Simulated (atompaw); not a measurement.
Cutoff test, Sm (Z = 62), PAW (atompaw)

samarium, PAW, made with atompaw 4.2.0.5 (PBE, scalar-relativistic). Core [Kr] 4d10 5s2, reference 4f6 5p6 5d0 6s0 6p0 (charge +2). Waves: 6s (bound, empty): rc 3.00 bohr; 6s channel at -0.15 Ry: rc 3.00 bohr; 5p (bound): rc 2.40 bohr; 6p (bound, empty): rc 2.50 bohr; 5d (bound, empty): rc 3.00 bohr; 5d channel at 0.2 Ry: rc 3.00 bohr; 4f (bound): rc 1.50 bohr; 4f channel at -0.55 Ry: rc 1.50 bohr. Local part: bessel scheme, radius 2.15 bohr. Core correction: smooth core density matched at 1.95 bohr. Augmentation charge: sinc compensation charge, radius 2.90 bohr; PAW radius 3.00 bohr; waves and projectors: custom polynom vanderbiltortho.

The pseudo-atom Hamiltonian at the reference potential is diagonalised in spherical Bessel functions j_l(qr) that vanish at 20 bohr, with q² up to the cutoff. All-electron valence levels (Ry): 6s -1.0127, 5p -2.6851, 6p -0.7208, 5d -1.0011, 4f -1.1547.

Task: How do the lowest levels (Ry) of each channel move with the cutoff, and are there ghosts?

Result:

```tsv
cutoff (Ry)	s #1	s #2	p #1	p #2	d #1	f #1	f #2	Σ f·Δε (mRy)
8	-4.4885	-1.0124	-2.6401	-0.7141	-0.9973	-0.3011	-0.1732	5391.0
12	-4.5016	-1.0126	-2.6836	-0.7205	-1.0006	-0.3039	-0.1755	5113.4
18	-4.5019	-1.0126	-2.6845	-0.7206	-1.0010	-0.3115	-0.1822	5062.4
30	-4.5019	-1.0127	-2.6850	-0.7208	-1.0011	-0.8509	-0.2854	1823.0
40	-4.5020	-1.0127	-2.6851	-0.7208	-1.0011	-1.1025	-0.2900	313.0
50	-4.5020	-1.0127	-2.6851	-0.7208	-1.0011	-1.1483	-0.2907	38.1
60	-4.5020	-1.0127	-2.6851	-0.7208	-1.0011	-1.1502	-0.2907	27.1
80	-4.5020	-1.0127	-2.6851	-0.7208	-1.0011	-1.1533	-0.2907	8.3
110	-4.5020	-1.0127	-2.6851	-0.7208	-1.0011	-1.1544	-0.2907	1.9
140	-4.5020	-1.0127	-2.6851	-0.7208	-1.0011	-1.1546	-0.2907	0.4
180	-4.5020	-1.0127	-2.6851	-0.7208	-1.0011	-1.1546	-0.2907	0.2
400	-4.5020	-1.0127	-2.6851	-0.7208	-1.0011	-1.1547	-0.2907	0.0
```

Result: ghost state, extra bound levels that the all-electron valence spectrum of the same l lacks: s at -61.3 eV (a true bound ghost makes a file unfit for plane-wave use); 10 mRy is reached at 80 Ry and 1 mRy at 140 Ry.
